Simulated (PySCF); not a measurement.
FOZr, neutral, multiplicity 2. Atoms are numbered in the order given.

```xyz
3

Zr     0.3153     0.0923     0.0000
O     -0.9092     1.3262     0.0000
F     -0.5932    -1.5890     0.0000
```
Charge 0, spin multiplicity 2.

Geometry optimised at r2SCAN-D4/def2-TZVP. The spin state was assumed, not searched. The def2 effective core potentials stand for the cores of Zr; spin–orbit coupling is left out.

Method: PBE/def2-TZVPD run with PySCF.

Mulliken values depend strongly on the basis, most of all with diffuse functions as here. ESP charges are fitted to the potential on shells at 1.4 to 2.0 van der Waals radii. Atomic charges (e):

```tsv
atom	Mulliken	ESP fit	Mulliken spin
Zr1	1.15	(withheld)	1.05
O2	-0.64	(withheld)	-0.04
F3	-0.51	(withheld)	0.00
```

Q: What belongs in the gaps? (The exact figures need the calculation; the answer reports its results.)

A: 
- Zr1, ESP fit: 0.83
- O2, ESP fit: -0.49
- F3, ESP fit: -0.33
